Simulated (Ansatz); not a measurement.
Computed with Ansatz.

`C[Se][SiH](O)F` at its PBE0-D4/def2-TZVP geometry, where that method's forces vanish. Total charge 0; spin multiplicity 1.

```
atom   x (Å)   y (Å)   z (Å)
  C1  -1.407  -0.537  -0.908
 Se2  -1.034   1.166  -0.008
 Si3   0.824   0.437   1.039
  O4   1.987  -0.049   0.005
  F5   1.316   1.677   1.912
  H6  -0.579  -0.815  -1.556
  H7  -1.597  -1.318  -0.175
  H8  -2.302  -0.374  -1.505
  H9   0.597  -0.718   1.928
 H10   2.195   0.532  -0.730
```

Q: For each bond, give half the difference of the two atoms' forces along it (eV/Å; positive pushes the atoms apart) under PBE-D4, r2SCAN-D4, B3LYP-D4, ωB97M-V in def2-TZVPP. (Best estimate.)

A: The calculation gave: 
```csv
bond,length (Å),PBE-D4,r2SCAN-D4,B3LYP-D4,ωB97M-V
C1–Se2,1.962,0.21,0.19,0.33,0.06
C1–H6,1.087,0.08,-0.05,-0.09,-0.06
C1–H7,1.088,0.09,-0.05,-0.09,-0.06
C1–H8,1.088,0.10,-0.05,-0.10,-0.06
Se2–Si3,2.254,0.01,0.00,0.13,-0.05
Si3–O4,1.630,0.28,0.05,0.10,0.10
Si3–F5,1.594,0.49,0.03,0.16,0.15
Si3–H9,1.475,-0.01,-0.04,-0.19,-0.23
O4–H10,0.960,0.33,0.02,-0.02,-0.07
```

B3LYP here is the variant with VWN-RPA as its local correlation; programs differ in this.
